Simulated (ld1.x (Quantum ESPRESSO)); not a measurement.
## erbium (Er): variants of one PAW potential

Base potential:

Er (Z = 68), PAW, made with ld1.x (Quantum ESPRESSO) 7.5 (LDA (PZ), scalar-relativistic). Core [Kr] 4d10, reference 4f11 5s2 5p6 5d1 6s2 6p0. Waves: 5s (bound): rcut 1.75, rcutus 2.10 bohr; 6s (bound): rcut 1.75, rcutus 2.10 bohr; 5p (bound): rcut 2.60, rcutus 2.75 bohr; 6p (bound, empty): rcut 2.60, rcutus 2.75 bohr; 5d (bound): rcut 2.10, rcutus 2.20 bohr; 5d channel at 0.3 Ry: rcut 2.10, rcutus 2.20 bohr; 4f (bound): rcut 0.55, rcutus 0.75 bohr; 4f channel at 1.55 Ry: rcut 0.55, rcutus 0.75 bohr. Local part: all-electron potential smoothed inside 2.70 bohr (lloc = -1). Core correction: Bessel-smoothed model core inside 0.55 bohr. Augmentation charge: GAUSS, radius 0.60 bohr.

Cutoffs, loose and tight: the cutoffs (Ry, on a coarse ladder) from which the occupation-weighted sum of valence levels, in a spherical-Bessel basis at the reference potential, stays within 10 and 1 mRy of its value at 400 Ry. They do not see the model core or the augmentation charge, which bear on the density cutoff. Test errors are all-electron minus pseudo excitation energies from the reference, over the configurations 4f12 5s2 5p6 5d0 6s2 6p0; 4f12 5s2 5p6 5d0 6s1 6p0; 4f12 5s2 5p6 5d0 6s0 6p0; 4f12 5s1 5p6 5d0 6s2 6p0; 4f11 5s2 5p6 5d1 6s1 6p0; 4f12 5s2 5p6 5d1 6s0 6p0; 4f12 5s2 5p5 5d0 6s2 6p0 (two spin-polarised tests are not counted in the largest error). A dash means not determined; rows that change the core or the reference have their own tests.

Cutoffs are not given where the Bessel-basis levels miss the radial ones by over 6 mRy, ghosts where they miss by over 20 mRy; a channel whose overlap is not positive is not tested.

```csv
change,outcome,"cutoff, loose","cutoff, tight",bound ghosts,largest test error (meV)
base,generated,over 300 Ry,over 300 Ry,none,test run stopped at test 1 of 9 (negative rho)
"waves 4f (bound): rcut 0.46, rcutus 0.48 bohr; 4f channel at 1.55 Ry: rcut 0.46, rcutus 0.48 bohr",generated,–,–,not determined,test run stopped at test 1 of 9 (negative rho)
"waves 4f (bound): rcut 0.55, rcutus 0.70 bohr; 4f channel at 1.55 Ry: rcut 0.55, rcutus 0.70 bohr",generated,over 300 Ry,over 300 Ry,none,test run stopped at test 1 of 9 (negative rho)
"waves 4f (bound): rcut 0.55, rcutus 0.80 bohr; 4f channel at 1.55 Ry: rcut 0.55, rcutus 0.80 bohr",generated,over 300 Ry,over 300 Ry,none,test run stopped at test 1 of 9 (negative rho)
"waves 4f (bound): rcut 0.55, rcutus 1.10 bohr; 4f channel at 1.55 Ry: rcut 0.55, rcutus 1.10 bohr",generated,160 Ry,260 Ry,none,"test run stopped at test 2 of 9 (negative rho), 1 before it not solved"
```

(1) What comes out with this change to the base: waves 4f (bound): rcut 0.55, rcutus 1.02 bohr; 4f channel at 1.55 Ry: rcut 0.55, rcutus 1.02 bohr?

(2) What comes out with this change to the base: waves 4f (bound): rcut 0.55, rcutus 0.92 bohr; 4f channel at 1.55 Ry: rcut 0.55, rcutus 0.92 bohr?

(3) What comes out with this change to the base: waves 4f (bound): rcut 0.54, rcutus 0.58 bohr; 4f channel at 1.55 Ry: rcut 0.54, rcutus 0.58 bohr?

Answers

(1) outcome: generated; cutoff, loose: 200 Ry; cutoff, tight: 300 Ry; bound ghosts: none; largest test error (meV): test run stopped at test 1 of 9 (negative rho).

(2) outcome: generated; cutoff, loose: 260 Ry; cutoff, tight: over 300 Ry; bound ghosts: none; largest test error (meV): test run stopped at test 1 of 9 (negative rho).

(3) outcome: generated; bound ghosts: none; largest test error (meV): test run stopped at test 1 of 9 (negative rho).
